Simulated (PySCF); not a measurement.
Molecule: `C(=C/C=N/[SiH2]C#C)/C`, C6H9NSi.

Bonds (- single, = double, # triple, : aromatic): C1#C2, C2-Si3, Si3-N4, N4=C5, C5-C6, C6=C7, C7-C8. C1 carries H9; Si3 carries H10, H11; C5 carries H12; C6 carries H13; C7 carries H14; C8 carries H15, H16, H17. Stereochemistry as in C#C[SiH2]/N=C/C=C\C.

Frames of a GFN2-xTB Langevin trajectory at 200 K; GIAO PBE0/pcSseg-1 shieldings in PySCF, gas phase, non-relativistic; equivalent atoms averaged within each frame.

Chemical shifts δ = σref − σ; 13C (186.93 ppm) and 29Si (349.16 ppm) and 1H (31.72 ppm) vs TMS; NH3 for 15N (267.73 ppm), all at this level. The references are static minima.

How do the shifts (ppm) fluctuate along the trajectory?

## Answers


```tsv
time (fs)	C5	C7	C6	C1	C2	C8	Si3	N4	H12	H14
250	183.2	158.1	133.2	106.8	85.4	20.2	-71.0	381.7	9.89	6.78
425	185.8	157.0	131.7	106.3	96.2	18.9	-62.4	381.7	8.92	7.17
625	179.6	160.1	135.6	101.0	90.8	18.8	-62.1	379.4	8.91	7.17
800	176.4	138.1	139.4	105.2	88.5	17.4	-68.1	391.6	9.68	6.28
1000	172.7	154.1	127.9	107.2	90.2	25.7	-58.0	377.8	9.24	7.11
mean of frames	179.6	153.5	133.6	105.3	90.2	20.2	-64.3	382.5	9.33	6.90
standard deviation	5.2	8.9	4.3	2.5	4.0	3.2	5.2	5.4	0.44	0.38
```

5 frames give an uncertainty of the mean of about the standard deviation over 2.2 at best, since frames this close in time may not be independent; classical motion lacks zero-point vibration, and the reference would need the same averaging.
